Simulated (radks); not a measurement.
The numbers below are computed, except where a source is named.
Valence configurations of I (all share [Kr]). Level of theory: scalar-relativistic Kohn-Sham, BLYP, spin-polarised, spherical densities, point nucleus; open shells are filled with parallel spins first (spin-orbit coupling, left out, can overturn this in heavy ions) (a radial shooting solver on a logarithmic mesh with Libxc functionals). Energies are relative to 4d10 5s2 5p5; eigenvalues in eV for spin up.

valence          E (eV)  moment (Bohr magnetons)    e(4d)   e(5p)    e(5s)
4d10 5s2 5p5      0.000                        1  -50.083  -7.162  -17.534
4d10 5s1 5p6     10.421                        1  -51.452  -7.712  -18.359
4d9.5 5s2 5p5.5  22.266                        1  -53.544  -7.593  -18.377
4d9 5s2 5p6      45.714                        1  -57.000  -8.013  -19.195

NIST lists [Kr] 4d10 5s2 5p5 as the ground configuration; this level of theory agrees among the configurations tried. The energies are those of spherical high-spin densities, not of single terms.
